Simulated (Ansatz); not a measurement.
Consider the formal exchange of groups at a C–Si bond: `F[SiH2]/C=C\[SiH2]F` + `O[SiH2]O` → `O[SiH](O)/C=C\[SiH2]F` + `F[SiH3]`.

Gas-phase electronic energies from Ansatz, PBE0-D4/def2-TZVP geometries. CBS: MP2 limit from def2 TZ/QZ plus the TZ coupled-cluster correction, frozen cores. This one scheme is used for every species. Double bonds are as drawn, so ΔE can hold a change between cis and trans. Functionals use def2-TZVPP. B3LYP here is the variant with VWN-RPA as its local correlation; programs differ in this. One conformer a species, not always the lowest.

Q: Is it downhill or uphill in electronic energy at CCSD(T)/CBS, and by how much? (An estimate is asked.)

A: Computed: Downhill: ΔE = -2.5 kcal/mol.

Q: What do these levels give: PBE0-D4, B3LYP-D4, ωB97X-V, ωB97M-V, PBE, PBE0, MP2/def2-TZVPP, SCS-MP2/def2-TZVPP, CCSD/def2-TZVPP, SCS-MP2/def2-QZVPP, HF/CBS(def2), MP2/CBS(def2)? (Estimate.)

A: The calculation gave: PBE0-D4 -2.6, B3LYP-D4 -2.4, ωB97X-V -2.5, ωB97M-V -2.9, PBE -1.7, PBE0 -2.0, MP2/def2-TZVPP -2.8, SCS-MP2/def2-TZVPP -2.3, CCSD/def2-TZVPP -2.4, SCS-MP2/def2-QZVPP -2.2, HF/CBS(def2) -1.1, MP2/CBS(def2) -2.6 kcal/mol.

Largest T1 diagnostic among the species: 0.012.

In def2-TZVPP, CCSD(T) changes the Hartree–Fock value by −1.5 kcal/mol (the triples alone add −0.3 kcal/mol) and MP2 by −1.6 kcal/mol. The D4 term adds −1.1 kcal/mol with B3LYP and −0.6 kcal/mol with PBE0; it sums over pairs of atoms, weighted by their polarisabilities, and B3LYP, whose exchange is more repulsive, gets the larger term.
